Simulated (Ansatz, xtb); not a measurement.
# CH6F2NSi+: which of two conformers lies lower

We compare I, `C[NH2+][SiH](F)F`, a singlet, with II, `C[NH2+][SiH](F)F`, a singlet. Both are isolated ions in the gas phase, relaxed with B3LYP-D3(BJ)/def2-SVP.

I (Å):

```xyz
11

C    -2.2833   -2.1810    1.5879
F    -0.5367   -0.9739   -1.8757
F    -3.0367   -0.7319   -1.0490
N    -1.2073   -1.7874    0.6017
Si   -1.7751   -1.6895   -1.1849
H    -1.8595   -2.1974    2.5995
H    -3.0959   -1.4471    1.5259
H    -2.6570   -3.1790    1.3242
H    -0.4078   -2.4344    0.6804
H    -0.8211   -0.8659    0.8620
H    -2.0674   -3.0386   -1.6604
```

II (Å):

```yaml
atoms:
  - { symbol: C, position_ang: [0.1939, -0.1580, -2.6709] }
  - { symbol: F, position_ang: [2.5345, -1.9618, -1.6159] }
  - { symbol: F, position_ang: [2.3461, 0.4060, -0.4603] }
  - { symbol: N, position_ang: [0.1210, -0.8283, -1.3130] }
  - { symbol: Si, position_ang: [1.7989, -1.0853, -0.5127] }
  - { symbol: H, position_ang: [-0.8210, -0.0437, -3.0705] }
  - { symbol: H, position_ang: [0.7986, -0.7883, -3.3342] }
  - { symbol: H, position_ang: [0.6696, 0.8223, -2.5459] }
  - { symbol: H, position_ang: [-0.4801, -0.2693, -0.6884] }
  - { symbol: H, position_ang: [-0.3626, -1.7347, -1.4055] }
  - { symbol: H, position_ang: [1.6177, -1.7324, 0.7837] }
```

Problem. Which of the two would you expect CCSD(T)/def2-SVP + ΔMP2/def2-TZVPP electronic energies to favour?

Solution. Too close to call at this level: CCSD(T)/def2-SVP + ΔMP2/def2-TZVPP gives E(II) − E(I) = −0.26 kcal/mol.

Level by level:

```
                             level               geometry  E(II) − E(I) (kcal/mol)  departure from the last row (kcal/mol)  job, with rough time for the two
             B3LYP-D3(BJ)/def2-SVP  B3LYP-D3(BJ)/def2-SVP                     −0.34                                   −0.08                optimisation, 69 s
                       HF/def2-SVP  B3LYP-D3(BJ)/def2-SVP                     −0.35                                   −0.09           part of the CCSD(T) run
                      MP2/def2-SVP  B3LYP-D3(BJ)/def2-SVP                     −0.33                                   −0.07           part of the CCSD(T) run
                  CCSD(T)/def2-SVP  B3LYP-D3(BJ)/def2-SVP                     −0.36                                   −0.10                      single point
CCSD(T)/def2-SVP + ΔMP2/def2-TZVPP  B3LYP-D3(BJ)/def2-SVP                     −0.26                                                        single point, 38 s
```

The largest departure from CCSD(T)/def2-SVP + ΔMP2/def2-TZVPP is that of CCSD(T)/def2-SVP, 0.10 kcal/mol. Levels run at GFN2-xTB geometries aren't shown. The last row adds to CCSD(T) the change of the MP2 difference between the two basis sets, here +0.10 kcal/mol.

With harmonic frequencies from B3LYP-D3(BJ)/def2-SVP (ideal gas, rigid rotor, one conformer each, 400 K, 1 atm): on the last row, ΔE + ΔZPE = −0.22 kcal/mol. A mode under 50 cm⁻¹ makes harmonic enthalpies and free energies unreliable, so none is given.

The correlated steps freeze 9 core orbitals. Run with Ansatz 0.2.0; the last row on 2 threads of Intel(R) Xeon(R) Platinum 8259CL CPU @ 2.50GHz (Skylake/Cascade Lake) on a shared host.
